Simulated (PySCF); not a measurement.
An unknown shows these calculated signals:

1H NMR (300 MHz, computed): δ 8.75 (dd, J = 8.9, 6.3 Hz, 2H), 6.97 (dd, J = 9.1, 6.3 Hz, 2H).

13C{1H} NMR (computed): δ 176.2 (C, d, J = 331.4 Hz), 158.1 (CH, d, J = 3.3 Hz), 116.0 (CH, d, J = 11.5 Hz).

Computed data (PySCF 2.14): B3LYP/pcJ-1 coupling constants (spin–dipole term only in couplings to heteroatoms), shieldings: GIAO PBE0/pcSseg-1, PBE0-D3(BJ)/def2-SVP structure. No relativistic terms, averaged over atoms made equivalent by symmetry, fast rotation or ring inversion, isolated molecule, single conformer.

Scale: 1H (σ = 31.27 ppm), 13C (σ = 184.41 ppm) against TMS (reference shieldings calculated alike).

Which of these does the molecule contain: a CF3 group, a (CH3)2CH unit, an OH group, a heteroaromatic ring?

Answers


- A CF3 group: no.
- A (CH3)2CH unit: no.
- An OH group: no.
- A heteroaromatic ring: yes.

The data belong to `Fc1ccncc1`, C5H4FN; they needn't prove each group on their own.

Carbon signals by region: 1 in the far downfield region (above 160 ppm), 2 in the sp2 and nitrile region (100–160 ppm). Above 160 ppm: 176.2, aromatic carbon bearing fluorine.

Common functionals overestimate the size of one-bond C–F couplings by tens of Hz; these are unscaled. Multiplet labels drop couplings under 1 Hz and merge nearly equal ones. Couplings among chemically equivalent protons are left out too, so labels in AA′BB′ or AA′XX′ sets are apparent multiplicities. Unscaled 3J(H,H) at this level run about 10 % above measured values. Shifts are as computed. Against solution values, carbons near 30 ppm lie about +2 ppm off and those near 130 ppm about +5 ppm. Of 1211 compounds with measured shifts, 218 miss one by over three times the rms of a fit or turn the order of signals round; such compounds aren't used in these exercises.
